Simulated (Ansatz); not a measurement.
C$_{3}$H$_{10}$AlNSe (SMILES C[N](C)[Al]([CH3])[SeH]), singlet, at a GFN2-xTB geometry (such geometries of metal compounds can be far from the true shape), with bond 10-7 at 1.8 times its length; SC-NEVPT2/STO-3G, CASSCF(6,6) run with Ansatz (a first-principles code).

Here is a job for Ansatz.
Ansatz 0.2 input:
```yaml
crystal:
  periodic: [false, false, false]
  atoms:
    - {symbol: Al, position_ang: [-0.63099171, -0.17908473, -0.29194309]}
    - {symbol: C, position_ang: [-2.31400558, -1.15999246, -0.66561608]}
    - {symbol: H, position_ang: [-2.27156252, -2.16759126, -0.23786989]}
    - {symbol: H, position_ang: [-2.51063020, -1.26702041, -1.73677767]}
    - {symbol: H, position_ang: [-3.19136292, -0.66978586, -0.23238209]}
    - {symbol: N, position_ang: [-0.17664527, 1.38000095, -1.06554654]}
    - {symbol: C, position_ang: [1.10868080, 2.05661495, -1.06563485]}
    - {symbol: C, position_ang: [-1.16795156, 2.10620826, -1.83787221]}
    - {symbol: H, position_ang: [1.48198127, 2.18707068, -2.08817936]}
    - {symbol: H, position_ang: [0.97648596, 3.84131367, -0.23136106]}
    - {symbol: H, position_ang: [1.83418535, 1.46014755, -0.50834533]}
    - {symbol: H, position_ang: [-1.34025894, 3.10573200, -1.42167683]}
    - {symbol: H, position_ang: [-0.85312549, 2.22383125, -2.88110770]}
    - {symbol: H, position_ang: [-2.10744276, 1.55358883, -1.81664534]}
    - {symbol: Se, position_ang: [0.88957989, -1.03246541, 1.25248406]}
    - {symbol: H, position_ang: [1.35632788, 0.28084709, 1.60950012]}
basis:
  gaussian:
    orbitals: STO-3G
magnetization: {spin_polarized: false}
correlation: {method: sc_nevpt2, electrons: all, active_space: {window: {electrons: 6, orbitals: 6}}}
```

Output, abridged:

```
Functional definition: HF
698 factors; integrals over basis functions are off by at most 5.7e-5 eV
mean field evaluation 1: about -75760.0921 eV, gradient 2.4e1 eV
mean field evaluation 2: about -75760.3163 eV, gradient 2.4e1 eV
mean field evaluation 4: about -75763.4714 eV, gradient 2.6e0 eV
mean field evaluation 8: about -75763.5087 eV, gradient 8.9e-4 eV
mean field -75763.50873782 eV, -2784.2575917643 hartree, gradient 1.4e-6 eV, S^2 0.000000; 0 other end points of the search recorded, 0 dependent functions left out; unrestricted orbitals would lower it
reference -75763.50873782 eV, -2784.2575917643 hartree; 41, 41 occupied and 16, 16 virtual orbitals, 698 factors
state -75766.71027408 eV, -2784.3752460517 hartree
state -75766.71027408 eV, -2784.3752460517 hartree; corrected -75772.86232098 eV, -2784.6013296053 hartree
state -75766.64430091 eV, -2784.3728215825 hartree
state -75766.64430091 eV, -2784.3728215825 hartree; corrected -75772.63011664 eV, -2784.5927962531 hartree
state -75766.71027408 eV, -2784.3752460517 hartree; corrected -75772.86232098 eV, -2784.6013296053 hartree
state -75766.27188128 eV, -2784.3591354134 hartree
state -75766.27188128 eV, -2784.3591354134 hartree; corrected -75772.63586574 eV, -2784.5930075288 hartree
state -75766.71027408 eV, -2784.3752460517 hartree; corrected -75772.86232098 eV, -2784.6013296053 hartree
2 active orbitals were swapped for others, from the solution at -75766.64423538 eV, -2784.3728191740 hartree to that at -75766.67538261 eV, -2784.3739638139 hartree; typed "places" are swapped only where nearly empty or full, and so, without "given_window_search", are "orbital_numbers", "shells" and a window whose orbitals a file names under [Active]
2 active orbitals were swapped for others, from the solution at -75766.67538261 eV, -2784.3739638139 hartree to that at -75766.69937130 eV, -2784.3748453819 hartree; typed "places" are swapped only where nearly empty or full, and so, without "given_window_search", are "orbital_numbers", "shells" and a window whose orbitals a file names under [Active]
2 active orbitals were swapped for others, from the solution at -75766.69937130 eV, -2784.3748453818 hartree to that at -75766.71020661 eV, -2784.3752435722 hartree; typed "places" are swapped only where nearly empty or full, and so, without "given_window_search", are "orbital_numbers", "shells" and a window whose orbitals a file names under [Active]
Total energy: -75772.86232098 eV, -2784.6013296053 hartree
```
